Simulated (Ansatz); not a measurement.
Molecule: dialuminium oxide, Al2O, net charge 0, singlet state. 
Coordinates optimised at B3LYP-D3(BJ)/def2-TZVP (Ansatz, a first-principles code):
```xyz
3

Al     0.0000     0.0000    -1.7104
O      0.0000     0.0000     0.0000
Al     0.0000     0.0000     1.7104
```

Basis-set convergence of Hartree-Fock and CCSD(T) correlation energies (hartree) with Ansatz. Cores are frozen in the correlated levels unless marked. Spin-orbit coupling is left out. No relativistic terms.

```
basis            functions       E(HF)  E(corr, CCSD(T))
---------------  ---------  ----------  ----------------
aug-cc-pV(D+d)Z         87  -558.81547          -0.32817
aug-cc-pV(T+d)Z        156  -558.85366          -0.38418
aug-cc-pV(Q+d)Z        258  -558.86169          -0.40389
```

Extrapolating the two largest sets (X = 3 and 4) as X^-3: E(corr) = (64·(-0.40389) - 27·(-0.38418))/37 = -0.4183 Eh, an estimate of the basis-set limit. The largest set recovers 96.6 % of it, the smallest 78.5 %.
